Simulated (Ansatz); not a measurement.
Geometry optimisation, RKS PBE-D4/def2-SVP in Ansatz 0.2.0.

The input (input.yaml):

```yaml
crystal:
  periodic: [false, false, false]
  atoms:
    - { symbol: Sn, position_ang: [0.0, 0.0, 0.0] }
    - { symbol: O, position_ang: [1.2811, 0.0, 1.739] }
    - { symbol: H, position_ang: [0.3715, -0.2814, 2.0762] }
    - { symbol: H, position_ang: [1.8761, 0.0, 0.4941] }
    - { symbol: H, position_ang: [-0.8195, 1.4198, -0.5794] }
    - { symbol: O, position_ang: [-0.9232, -1.5994, -0.6527] }
    - { symbol: H, position_ang: [-1.3778, -2.065, 0.1197] }
basis:
  gaussian: { orbitals: def2-SVP }
hamiltonian:
  xc: pbe
  dispersion: d4
relax:
  f_tol: 0.15
  max_steps: 25
  restrain:
    - { distance: [1, 3], at: 1.01, k: 30.0 }
    - { distance: [0, 1], at: 3.16, k: 30.0 }
    - { distance: [0, 3], at: 2.94, k: 30.0 }
output:
  orbitals: {}
```

Launched with:

```bash
$ ansatz run input.yaml --threads 1 --pin off --max-ram 2048MiB --backend cpu --events-out ev --progress --plain --runs-dir out
```

Where does it end, and by what steps?

The run converged. The restraints hold the end off the free minimum. After 23 steps the energy has fallen by 4.167 eV (the restraints' own energy left out); Sn1 moved furthest, 1.07 Å. Parted: Sn1–O2 (2.16 → 3.14 Å), Sn1–H4 (1.94 → 2.95 Å). Joined: O2–H4 (1.38 → 0.99 Å).

```json
{"step": "0", "energy less start (eV)": "0.0000", "largest force component (eV/Å)": "3.602", "accepted": "yes"}
{"step": "1", "energy less start (eV)": "0.4431", "largest force component (eV/Å)": "5.832", "accepted": "yes"}
{"step": "2", "energy less start (eV)": "0.5281", "largest force component (eV/Å)": "6.263", "accepted": "yes"}
{"step": "3", "energy less start (eV)": "-0.4821", "largest force component (eV/Å)": "5.663", "accepted": "yes"}
{"step": "4", "energy less start (eV)": "-2.4340", "largest force component (eV/Å)": "2.816", "accepted": "yes"}
{"step": "5", "energy less start (eV)": "-3.1381", "largest force component (eV/Å)": "1.187", "accepted": "yes"}
{"step": "6", "energy less start (eV)": "-3.3607", "largest force component (eV/Å)": "2.205", "accepted": "yes"}
{"step": "7", "energy less start (eV)": "-3.6437", "largest force component (eV/Å)": "1.555", "accepted": "yes"}
{"step": "8", "energy less start (eV)": "-3.7808", "largest force component (eV/Å)": "1.893", "accepted": "yes"}
{"step": "9", "energy less start (eV)": "-3.9900", "largest force component (eV/Å)": "0.690", "accepted": "yes"}
{"step": "10", "energy less start (eV)": "-3.9939", "largest force component (eV/Å)": "0.815", "accepted": "yes"}
{"step": "11", "energy less start (eV)": "-4.0082", "largest force component (eV/Å)": "0.820", "accepted": "yes"}
{"step": "12", "energy less start (eV)": "-3.9721", "largest force component (eV/Å)": "1.293", "accepted": "no"}
{"step": "13", "energy less start (eV)": "-4.0213", "largest force component (eV/Å)": "0.775", "accepted": "yes"}
{"step": "14", "energy less start (eV)": "-4.0318", "largest force component (eV/Å)": "0.787", "accepted": "yes"}
{"step": "15", "energy less start (eV)": "-4.0470", "largest force component (eV/Å)": "0.786", "accepted": "yes"}
{"step": "16", "energy less start (eV)": "-4.0572", "largest force component (eV/Å)": "1.029", "accepted": "yes"}
{"step": "17", "energy less start (eV)": "-4.0850", "largest force component (eV/Å)": "1.171", "accepted": "yes"}
{"step": "18", "energy less start (eV)": "-4.1305", "largest force component (eV/Å)": "1.138", "accepted": "yes"}
{"step": "19", "energy less start (eV)": "-4.1243", "largest force component (eV/Å)": "1.056", "accepted": "no"}
{"step": "20", "energy less start (eV)": "-4.1588", "largest force component (eV/Å)": "1.050", "accepted": "yes"}
{"step": "21", "energy less start (eV)": "-4.1585", "largest force component (eV/Å)": "1.194", "accepted": "yes"}
{"step": "22", "energy less start (eV)": "-4.1647", "largest force component (eV/Å)": "0.955", "accepted": "yes"}
{"step": "23", "energy less start (eV)": "-4.1671", "largest force component (eV/Å)": "1.001", "accepted": "yes"}
```

```xyz
7
Properties=species:S:1:pos:R:3
Sn 0.025 0.247 -1.040
O 1.234 -0.067 1.839
H 0.617 -0.781 1.529
H 1.946 -0.173 1.158
H -1.565 1.059 -0.711
O -0.468 -1.447 0.040
H -1.381 -1.364 0.381
```

The run took 71 s on 1 thread of Arm Neoverse N1, on a shared host, peak memory 0.12 GiB.
